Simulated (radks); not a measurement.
Q: The mean radii <r> (bohr) of the occupied orbitals of an atom or ion are listed with their occupations. Calculated with a radial shooting solver on a logarithmic mesh with Libxc functionals: scalar-relativistic Kohn-Sham, PBEsol, spin-polarised, spherical densities, finite nucleus; Fermi nuclear charge, rms radius of each element as measured or else 0.836 A^(1/3) + 0.57 fm.

orbital  occ.     <r>
1s up       1  0.1204
1s down     1  0.1204
2s up       1  0.6271
2s down     1  0.6270
2p up       3  0.6040
2p down     3  0.6038
3s up       1   2.552
3s down     1   2.538
3p up       1   3.392

Name the element and its charge. Open shells, if any, are filled with parallel spins first.

A: Z = 13, aluminium, charge 0: Al in [Ne] 3s2 3p1. The 1s radius gives Z: for a bare nucleus <r> = (2 gamma + 1)/(2Z) with gamma = sqrt(1 - (Z/c)^2), 0.115 bohr for Z = 13, and screening makes it slightly larger (0.1204 here). The occupations add up to 13, and the charge is Z minus that.
